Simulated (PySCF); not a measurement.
SMILES CO[SiH2][CH2][GeH3] (C2H10GeOSi), singlet (GFN2-xTB optimised geometry):

```
15

C      2.495     0.898    -0.019
O      1.253     0.260    -0.013
Si     0.992    -1.348     0.000
C     -0.897    -1.348     0.000
Ge    -1.591     0.493     0.000
H      3.042     0.686     0.902
H      3.098     0.566    -0.867
H      2.324     1.971    -0.096
H      1.582    -1.959     1.198
H      1.585    -1.971    -1.190
H     -1.275    -1.879     0.871
H     -1.276    -1.879    -0.871
H     -3.098     0.461     0.005
H     -1.198     1.265    -1.216
H     -1.189     1.269     1.210
```

Calculation: PBE/def2-TZVP run with PySCF.

Problem. What are the frontier orbital energies and the dipole moment?

Solution. HOMO-2 -7.25 eV, HOMO-1 -7.15 eV, HOMO -6.64 eV, LUMO -0.63 eV, LUMO+1 0.08 eV; dipole moment 1.27 D.

Meta-Löwdin charges at PBE/def2-TZVP: C1 -0.14, O2 -0.58, Si3 0.83, C4 -0.65, Ge5 0.33, H6 0.11, H7 0.11, H8 0.13, H9 -0.12, H10 -0.12, H11 0.14, H12 0.14, H13 -0.07, H14 -0.05, H15 -0.05.
